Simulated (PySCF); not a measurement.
# Unknown compound

The spectra below were simulated for a compound C₆H₃F₃O₂.

$^{1}$H NMR (400 MHz, computed): δ 6.13 (m, 1H), 5.78 (m, 1H), 5.78 (m, 1H).

$^{13}$C{$^{1}$H} NMR (computed): δ 168.4 (C), 163.4 (C), 161.4 (C), 120.2 (C), 109.3 (CH), 109.1 (CH2).

[PySCF 2.14: GFN2-xTB geometry; NMR shieldings at PBE0/pcSseg-1/GIAO; a single conformation; fast rotation and ring inversion assumed for equivalent nuclei; in vacuum; non-relativistic]

δ = σ(ref) − σ, references computed at the same level: $^{1}$H (σref 31.72) and $^{13}$C (σref 186.93) vs TMS.

What is the structure?

## Answers


- The formula gives 4 degrees of unsaturation (1 ring in the answer).
- 6 carbon signals for 6 carbons: no two carbons are equivalent.
- Carbon types of the structure: 4 × C, 1 × CH, 1 × CH2, which accounts for all hydrogens.
- δC 168.4: ester carbonyl carbon; lone-pair donation from the attached heteroatom keeps it upfield of a ketone carbonyl.
- δC 163.4: fully substituted alkene carbon; an sp2 carbon of a C=C bond.
- δC 161.4: alkene carbon bearing oxygen; an sp2 carbon further deshielded by the attached heteroatom.
- δC 120.2: fully substituted sp3 carbon bonded to 2 F, α to a carbonyl; 2 electronegative neighbours deshield it.
- δC 109.3: β carbon of an enol-ether or enamine type C=C; the O or N lone pair pushes π density onto this β carbon and shields it.
- δC 109.1: terminal =CH2 carbon; as expected for a trigonal carbon in a double bond.
- δH 5.78, 5.78: hydrogen on a terminal =CH2 carbon; attached to an sp2 carbon and in the plane of the double bond.

These data were computed for `C(=C)(F)C1=CC(F)(F)C(=O)O1`.

The data come from this structure; uniqueness wasn't tested.

Splittings by $^{19}$F in the carbon and heteronuclear signals aren't shown, as no couplings were computed. Shifts are as computed. Against solution values, carbons near 30 ppm lie about +3 ppm off and those near 130 ppm about +5 ppm. Of 1211 compounds with measured shifts, 218 miss one by over three times the rms of a fit or turn the order of signals round; such compounds aren't used in these exercises. Multiplicities follow the n + 1 count of equivalent neighbours, as no J values were calculated; m marks all less simple cases, F and P coupling included.
